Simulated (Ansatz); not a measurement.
Mulliken charges of F₃GeHS, SMILES `[F][Ge]([F])([F])[SH]` from ωB97M-V/def2-TZVPP in Ansatz (PBE0-D4/def2-TZVP geometry).

```tsv
atom	x (Å)	y (Å)	z (Å)	charge (e)
F1	-0.788	-1.054	1.261	-0.333
Ge2	0.247	-0.391	0.074	1.061
F3	1.844	-0.808	0.502	-0.332
F4	-0.134	-1.248	-1.353	-0.332
S5	0.093	1.761	-0.120	-0.206
H6	-1.219	1.676	-0.410	0.142
```

Question: By hand: the dipole of these point charges (1 e Å = 4.8032 D).

Answer: Σ q r = (-0.236, 0.494, -0.092) e Å, of length 0.555 e Å = 2.67 D.

Question: How does the dipole of the full density compare? (Estimate.)

Answer: The calculation gave: (-0.206, 0.485, -0.083) e Å, 2.56 D; the point charges give 1.04 times that, at 3° from its direction.

Point charges leave out the atoms' own dipoles, such as those of lone pairs, and Mulliken's split depends on the basis, so the close match here is no proof of good charges.
